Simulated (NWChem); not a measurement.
# Correlation energy of dimethyl selenide (C2H6Se)

SMILES: C[Se]C
```xyz
9

C     -1.4564     0.0000     0.8124
Se     0.0000     0.0000    -0.4703
C      1.4564     0.0000     0.8124
H     -1.4246     0.9007     1.4415
H     -2.3925     0.0000     0.2375
H     -1.4246    -0.9007     1.4415
H      1.4246     0.9007     1.4415
H      2.3925     0.0000     0.2375
H      1.4246    -0.9007     1.4415
```
Charge 0, spin multiplicity 1.

All runs are NWChem calculations. The geometry was optimised at PBE0/def2-SVP, a minimum by its harmonic frequencies.

Basis set: 6-31G*. Each correlation energy counts from its own Hartree-Fock reference.

The Hamiltonian is non-relativistic. The correlated methods keep 11 core orbitals frozen. The Pople sets run with spherical d functions. Coupled-cluster values serve here as a point of comparison, not as the truth.

Question: Order these methods by the correlation energy they give, lowest first: CR-CCSD[T], CCSD+T(CCSD), CCSD, MP2, SCS-MP2.

Answer: CCSD+T(CCSD) (-563.5 mHa), CR-CCSD[T] (-560.2 mHa), CCSD (-549.6 mHa), MP2 (-519.2 mHa), SCS-MP2 (-501.5 mHa)
